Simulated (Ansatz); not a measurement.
Reaction (redistribution): `[OH][SnH]([F])[F]` + `[SiH3][O][Al]([Cl])[Cl]` → `[F][SnH]([F])[O][SiH3]` + `[OH][Al]([Cl])[Cl]`

Gas-phase electronic energies from Ansatz, PBE0-D4/def2-TZVP geometries. CBS: MP2 limit from def2 TZ/QZ plus the TZ coupled-cluster correction, frozen cores. DFT in def2-TZVPP. Elements past krypton have def2 core potentials. For Sn outer-core shells are correlated without core-valence functions, which leaves a few kJ/mol of doubt a bond. One conformer a species, not always the lowest.

| level | ΔE (kcal/mol) |
| --- | --- |
| revPBE-D4 | 2.4 |
| MP2/CBS(def2) | 1.7 |

**Question.** What does CCSD(T)/CBS give? (An estimate is asked.)

**Answer.** Ansatz gave: +1.7 kcal/mol. The listed levels differ from it by 0.7, 0.0 kcal/mol.

Largest T1 diagnostic among the species: 0.015.

In def2-TZVPP, CCSD(T) changes the Hartree–Fock value by −0.8 kcal/mol (the triples alone add −0.2 kcal/mol) and MP2 by −0.8 kcal/mol. Leaving LDA and LC-ωPBE aside and taking each functional with its dispersion term where it has one, the values, not all of them listed here, spread over 0.5 kcal/mol, from ωB97M-V to CAM-B3LYP-D4.
